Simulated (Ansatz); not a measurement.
Frontier orbitals of `B[Si](Cl)(Cl)Cl`.

Cartesian coordinates in Å:
```
B 0.873 -0.903 0.234
Si -0.455 0.527 -0.189
Cl 0.321 2.415 -0.170
Cl -1.830 0.363 1.323
Cl -1.409 0.274 -1.975
H 1.793 -0.666 0.955
H 0.707 -2.009 -0.178
```

Charge 0, multiplicity 1. The structure was optimised at the PBE0-D4/def2-TZVP level. Basis def2-TZVPP, the Gaussian-basis code of Ansatz.

```json
{"functional": "HF", "HOMO (eV)": "-11.74", "LUMO (eV)": "0.54"}
```

Give HOMO and LUMO (eV) with LDA (SPW92), PBE, revPBE, BLYP, r2SCAN, B97M-V, PBE0, B3LYP, r2SCANh, r2SCAN0, HSE06 (plane-wave form), BHLYP, CAM-B3LYP, LC-ωPBE, ωB97X-V, ωB97M-V. (Best estimate.)

Computed: 
```tsv
functional	HOMO	LUMO
LDA (SPW92)	-7.58	-4.40
PBE	-7.46	-4.07
revPBE	-7.41	-3.94
BLYP	-7.34	-3.87
r2SCAN	-7.78	-3.77
B97M-V	-7.86	-3.86
PBE0	-8.73	-3.10
B3LYP	-8.52	-3.28
r2SCANh	-8.24	-3.43
r2SCAN0	-8.93	-2.92
HSE06 (plane-wave form)	-8.34	-3.48
BHLYP	-9.92	-2.00
CAM-B3LYP	-10.08	-1.95
LC-ωPBE	-11.42	-0.76
ωB97X-V	-11.07	-0.86
ωB97M-V	-10.85	-1.10
```

B3LYP here is the variant with VWN-RPA as its local correlation; programs differ in this. LC-ωPBE has ω = 0.4 bohr⁻¹.
